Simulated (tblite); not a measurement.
Compound: C7H8BrN.
Atom-mapped SMILES: `[CH3:1][NH:2][c:3]1[cH:4][cH:5][c:6]([Br:7])[cH:8][cH:9]1` (hydrogens: H10, H11, H12 on C1; H13 on N2; H14 on C4; H15 on C5; H16 on C8; H17 on C9)

Computed with GFN2-xTB (tblite), gas phase: L-BFGS steps from a force-field or distance-geometry start until the largest atomic force falls under 0.01 eV/Å.

At the end of the run (lengths in Å): N2–C3 1.370, N2–H13 1.008, C1–H10 1.097, C1–N2 1.441, C9–H17 1.081, C3–C4 1.399, C5–C6 1.383, C4–C3–C9 118.3°, C1–N2–C3 123.1°, C3–C4–C5 120.7°, N2–C3–C4 122.4°, C1–N2–C3–C4 -16°, H10–C1–N2–C3 -58°, H13–N2–C1–H10 93°.

Problem. These geometries were met on the way; a selection of coordinates is given. Order them by energy above the end point, lowest first.
A. N2–C3 1.369, N2–H13 1.025, C1–H10 1.110, C1–N2 1.466, C9–H17 1.078, C3–C4 1.422, C5–C6 1.380, C4–C3–C9 115.0°, C1–N2–C3 123.8°, C3–C4–C5 121.9°, N2–C3–C4 124.7°, C1–N2–C3–C4 -2°, H10–C1–N2–C3 -91°, H13–N2–C1–H10 86°
B. N2–C3 1.369, N2–H13 1.008, C1–H10 1.097, C1–N2 1.438, C9–H17 1.080, C3–C4 1.399, C5–C6 1.384, C4–C3–C9 118.0°, C1–N2–C3 125.3°, C3–C4–C5 120.9°, N2–C3–C4 123.2°, C1–N2–C3–C4 -11°, H10–C1–N2–C3 -79°, H13–N2–C1–H10 77°
C. N2–C3 1.412, N2–H13 1.043, C1–H10 1.131, C1–N2 1.466, C9–H17 1.106, C3–C4 1.376, C5–C6 1.401, C4–C3–C9 116.3°, C1–N2–C3 123.0°, C3–C4–C5 122.9°, N2–C3–C4 124.1°, C1–N2–C3–C4 -2°, H10–C1–N2–C3 -92°, H13–N2–C1–H10 86°
D. N2–C3 1.369, N2–H13 1.006, C1–H10 1.092, C1–N2 1.434, C9–H17 1.079, C3–C4 1.403, C5–C6 1.385, C4–C3–C9 116.1°, C1–N2–C3 125.4°, C3–C4–C5 121.9°, N2–C3–C4 123.7°, C1–N2–C3–C4 -3°, H10–C1–N2–C3 -88°, H13–N2–C1–H10 87°
E. N2–C3 1.366, N2–H13 1.007, C1–H10 1.100, C1–N2 1.440, C9–H17 1.081, C3–C4 1.400, C5–C6 1.381, C4–C3–C9 118.0°, C1–N2–C3 126.2°, C3–C4–C5 120.7°, N2–C3–C4 122.8°, C1–N2–C3–C4 -5°, H10–C1–N2–C3 -86°, H13–N2–C1–H10 85°

Solution. B (0.017 eV), E (0.030 eV), D (0.052 eV), A (0.130 eV), C (0.257 eV).

| step | E above end (eV) | rms distance from the end, all atoms (Å) | largest force (eV/Å) | rms shift of all bonds from the end (Å) |
| --- | --- | --- | --- | --- |
| 19 | 0.017 | 0.153 | 0.054 | 0.001 |
| 7 | 0.030 | 0.170 | 0.118 | 0.002 |
| 3 | 0.052 | 0.174 | 0.305 | 0.004 |
| 1 | 0.130 | 0.179 | 0.840 | 0.012 |
| 0 | 0.257 | 0.182 | 2.030 | 0.021 |

Rows stand in the order of the answer.
